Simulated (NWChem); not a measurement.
Species: SiCl2, singlet; SMILES Cl[Si]Cl

Results from NWChem. Low-valent species are run as closed-shell singlets; no triplet was tried in these runs. The geometry was optimised at PBE0/def2-SVP. Ions are spin-unrestricted doublets at the neutral geometry; other ion states weren't tried.

Problem. What does the run give for PBE/def2-SVP? Quantities: vertical ionisation energy, ΔSCF (eV); −ε(HOMO) (eV).

Solution. 
```yaml
vertical ionisation energy, ΔSCF (eV): 9.77
"−ε(HOMO) (eV)": 6.53
```
